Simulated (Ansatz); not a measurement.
Li5H5⁺. Total charge 1; doublet. Geometry PBE0-D4/def2-TZVP.

```tsv
atom	x (Å)	y (Å)	z (Å)
Li1	0.551	2.375	0.545
Li2	0.570	-0.462	-0.038
Li3	-2.243	0.491	-0.155
Li4	-2.027	-2.994	-0.829
Li5	3.056	0.787	0.509
H6	-2.403	-1.328	-0.536
H7	-1.277	-1.483	-0.449
H8	2.186	2.228	0.704
H9	2.218	-0.645	0.116
H10	-0.631	1.031	0.132
```

In the doublet, H6 and H7 lie 1.14 Å apart (atoms count from 1), so these atoms are partly bonded to each other. Another isomer (doublet) lies 0.92 eV lower at PBE0-D4/def2-TZVP; other spin states weren't run for this one.

**Question.** Estimate the α-spin orbital energies around the gap (eV) in Ansatz with PBE-D4/def2-TZVP, r2SCAN-D4/def2-TZVP, PBE0-D4/def2-TZVP, ωB97M-V/def2-TZVP.

**Answer.** 
```tsv
orbital	PBE-D4/def2-TZVP	r2SCAN-D4/def2-TZVP	PBE0-D4/def2-TZVP	ωB97M-V/def2-TZVP
HOMO−9	-56.54	-58.12	-60.64	-63.44
HOMO−8	-55.20	-56.75	-59.29	-62.12
HOMO−7	-53.33	-54.85	-57.40	-60.25
HOMO−6	-53.04	-54.56	-57.12	-60.01
HOMO−5	-52.41	-53.92	-56.46	-59.34
HOMO−4	-14.86	-15.35	-16.48	-18.94
HOMO−3	-10.58	-10.81	-11.84	-14.14
HOMO−2	-8.80	-9.00	-10.04	-12.37
HOMO−1	-8.13	-8.33	-9.27	-11.47
HOMO	-7.92	-8.12	-8.92	-10.70
LUMO	-5.40	-4.54	-4.80	-3.90
LUMO+1	-4.87	-4.23	-4.25	-3.06
LUMO+2	-4.59	-3.81	-4.01	-3.03
LUMO+3	-3.69	-2.94	-3.07	-2.11
LUMO+4	-3.69	-2.85	-3.05	-2.01
LUMO+5	-2.97	-2.16	-2.37	-1.52
β HOMO	-8.07	-8.26	-9.23	-11.44
β LUMO	-6.55	-5.96	-5.64	-4.26
```
